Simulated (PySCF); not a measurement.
# Two-photon absorption: SMILES c1ccccc(C#N)[cH+]1, [C8H6N]+, charge +1

Cartesian coordinates in Å; atom numbers follow the order of the lines, from 1:
```xyz
15

N     3.8027   -0.7307   -0.0411
C     2.6807   -0.5135   -0.0288
C     1.2783   -0.2439   -0.0147
C     0.9203    1.1103   -0.0068
C    -0.3520    1.6620    0.0061
C    -1.5851    1.0116    0.0161
C    -1.8464   -0.3534    0.0155
C    -0.9407   -1.4131    0.0034
C     0.4453   -1.3699   -0.0094
H     1.7504    1.8097   -0.0121
H    -0.3911    2.7453    0.0097
H    -2.4549    1.6589    0.0257
H    -2.8937   -0.6337    0.0262
H    -1.3770   -2.4054    0.0047
H     0.9588   -2.3263   -0.0165
```

Total charge +1.

Level of theory: PySCF 2.14.0, TDDFT B3LYP/aug-cc-pVDZ excited states, vertical, gas phase. Geometry: GFN2-xTB.

Problem. Give the one- and two-photon strengths of the lowest singlets.

Solution. δ for parallel linear polarisation; σ at the peak of a Lorentzian of half width 0.1 eV, single beam; Ω is circular over linear.
```
state  E (eV)      f  photon λ (nm)  δ (au)  σ (GM)     Ω                                main
   S1    4.33  0.006            573    27.1    0.19  1.50  HOMO→LUMO+1 0.80, HOMO−1→LUMO 0.19
   S2    4.38  0.155            567     282    1.98  0.67  HOMO→LUMO 0.83, HOMO−1→LUMO+1 0.15
   S3    4.43  0.000            560    <0.1    0.00     –                    HOMO−2→LUMO 0.99
   S4    4.90  0.000            507    <0.1    0.00     –                  HOMO−2→LUMO+1 1.00
   S5    5.04  0.002            492    8.51    0.08  1.50                    HOMO−3→LUMO 0.99
```

Among these, the strongest one-photon state is S2, the strongest two-photon state S2.
